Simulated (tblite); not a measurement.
Parent: `[CH3:1][NH:2][CH2:3][CH:4]([SiH3:5])[SiH3:6]` with C1–N2–C3–C4 -170°, N2–C3–C4–Si5 39°, C3H13NSi2.

Structures optimised with GFN2-xTB, isolated species. One conformer each, not checked by frequencies here.

```json
{"coordinate of the parent": "C1–N2", "value": "1.448 Å"}
{"coordinate of the parent": "N2–C3", "value": "1.451 Å"}
{"coordinate of the parent": "C3–C4", "value": "1.521 Å"}
{"coordinate of the parent": "C4–Si5", "value": "1.912 Å"}
{"coordinate of the parent": "C4–Si6", "value": "1.896 Å"}
{"coordinate of the parent": "C1–N2–C3", "value": "114.4°"}
{"coordinate of the parent": "N2–C3–C4", "value": "107.6°"}
{"coordinate of the parent": "C3–C4–Si5", "value": "105.3°"}
{"coordinate of the parent": "C3–C4–Si6", "value": "112.1°"}
{"coordinate of the parent": "Si5–C4–Si6", "value": "116.1°"}
```

Question: How does the shared frame change in `[CH3:1][CH2:2][N:3]([CH3:4])[CH2:5][CH:6]([SiH3:7])[SiH3:8]` with C1–C2–N3–C4 69°, C2–N3–C5–C6 148°, N3–C5–C6–Si7 -159°, C5H17NSi2? Atoms pair as C1 = C4, N2 = N3, C3 = C5, C4 = C6, Si5 = Si8, Si6 = Si7 (parent first).

Answer: 
```json
{"parent": "C1–N2", "relative": "C4–N3", "value in the relative": "1.448 Å", "change": "0.000"}
{"parent": "N2–C3", "relative": "N3–C5", "value in the relative": "1.458 Å", "change": "+0.007"}
{"parent": "C3–C4", "relative": "C5–C6", "value in the relative": "1.523 Å", "change": "+0.002"}
{"parent": "C4–Si5", "relative": "C6–Si8", "value in the relative": "1.912 Å", "change": "0.000"}
{"parent": "C4–Si6", "relative": "C6–Si7", "value in the relative": "1.894 Å", "change": "-0.002"}
{"parent": "C1–N2–C3", "relative": "C4–N3–C5", "value in the relative": "111.4°", "change": "-3.0"}
{"parent": "N2–C3–C4", "relative": "N3–C5–C6", "value in the relative": "107.5°", "change": "-0.1"}
{"parent": "C3–C4–Si5", "relative": "C5–C6–Si8", "value in the relative": "103.8°", "change": "-1.5"}
{"parent": "C3–C4–Si6", "relative": "C5–C6–Si7", "value in the relative": "112.4°", "change": "+0.3"}
{"parent": "Si5–C4–Si6", "relative": "Si8–C6–Si7", "value in the relative": "116.3°", "change": "+0.2"}
```

Of the parent's bonds, N2–C3 changes most (+0.007 Å). Bonds of the relative outside the shared frame: C1–C2 1.525, C2–N3 1.453 Å. Point group C1 → C1.

Question: How does the shared frame change in `[CH3:1][N:2]([CH3:3])[CH2:4][CH:5]([SiH3:6])[SiH3:7]` with C1–N2–C4–C5 -152°, N2–C4–C5–Si6 34°, C4H15NSi2? Atoms pair as C1 = C1, N2 = N2, C3 = C4, C4 = C5, Si5 = Si6, Si6 = Si7 (parent first).

Answer: 
```csv
parent,relative,value in the relative,change
C1–N2,C1–N2,1.448 Å,0.000
N2–C3,N2–C4,1.457 Å,+0.006
C3–C4,C4–C5,1.523 Å,+0.002
C4–Si5,C5–Si6,1.911 Å,-0.001
C4–Si6,C5–Si7,1.895 Å,-0.001
C1–N2–C3,C1–N2–C4,113.1°,-1.3
N2–C3–C4,N2–C4–C5,108.4°,+0.8
C3–C4–Si5,C4–C5–Si6,104.8°,-0.5
C3–C4–Si6,C4–C5–Si7,112.0°,-0.1
Si5–C4–Si6,Si6–C5–Si7,116.0°,-0.1
```

Of the parent's bonds, N2–C3 changes most (+0.006 Å). Bonds of the relative outside the shared frame: N2–C3 1.447 Å. Point group C1 → C1.

Question: How does the shared frame change in `[CH3:1][N:2]([CH:3]=[O:4])[CH2:5][CH:6]([SiH3:7])[SiH3:8]` with C1–N2–C3–O4 176°, C1–N2–C5–C6 -80°, N2–C5–C6–Si7 175°, C4H13NOSi2? Atoms pair as C1 = C1, N2 = N2, C3 = C5, C4 = C6, Si5 = Si8, Si6 = Si7 (parent first).

Answer: 
```json
{"parent": "C1–N2", "relative": "C1–N2", "value in the relative": "1.438 Å", "change": "-0.010"}
{"parent": "N2–C3", "relative": "N2–C5", "value in the relative": "1.452 Å", "change": "+0.001"}
{"parent": "C3–C4", "relative": "C5–C6", "value in the relative": "1.527 Å", "change": "+0.006"}
{"parent": "C4–Si5", "relative": "C6–Si8", "value in the relative": "1.913 Å", "change": "+0.001"}
{"parent": "C4–Si6", "relative": "C6–Si7", "value in the relative": "1.905 Å", "change": "+0.009"}
{"parent": "C1–N2–C3", "relative": "C1–N2–C5", "value in the relative": "117.8°", "change": "+3.4"}
{"parent": "N2–C3–C4", "relative": "N2–C5–C6", "value in the relative": "113.7°", "change": "+6.1"}
{"parent": "C3–C4–Si5", "relative": "C5–C6–Si8", "value in the relative": "111.5°", "change": "+6.2"}
{"parent": "C3–C4–Si6", "relative": "C5–C6–Si7", "value in the relative": "109.9°", "change": "-2.2"}
{"parent": "Si5–C4–Si6", "relative": "Si8–C6–Si7", "value in the relative": "112.8°", "change": "-3.3"}
```

Of the parent's bonds, C1–N2 and C4–Si6 change most and about equally (-0.010 to +0.009 Å). Bonds of the relative outside the shared frame: N2–C3 1.340, C3=O4 1.209 Å. Point group C1 → C1.

Question: How does the shared frame change in `[CH3:1][C:2](=[O:3])[N:4]([CH3:5])[CH2:6][CH:7]([SiH3:8])[SiH3:9]` with C1–C2–N4–C5 3°, C2–N4–C6–C7 -68°, N4–C6–C7–Si8 -49°, C5H15NOSi2? Atoms pair as C1 = C5, N2 = N4, C3 = C6, C4 = C7, Si5 = Si8, Si6 = Si9 (parent first).

Answer: 
```csv
parent,relative,value in the relative,change
C1–N2,C5–N4,1.442 Å,-0.006
N2–C3,N4–C6,1.455 Å,+0.004
C3–C4,C6–C7,1.527 Å,+0.006
C4–Si5,C7–Si8,1.894 Å,-0.018
C4–Si6,C7–Si9,1.920 Å,+0.024
C1–N2–C3,C5–N4–C6,120.1°,+5.7
N2–C3–C4,N4–C6–C7,113.3°,+5.7
C3–C4–Si5,C6–C7–Si8,111.8°,+6.5
C3–C4–Si6,C6–C7–Si9,113.0°,+0.9
Si5–C4–Si6,Si8–C7–Si9,113.1°,-3.0
```

Of the parent's bonds, C4–Si6 changes most (+0.024 Å). Bonds of the relative outside the shared frame: C1–C2 1.509, C2=O3 1.225, C2–N4 1.343 Å. Point group C1 → C1.

All values are computed, not measured.
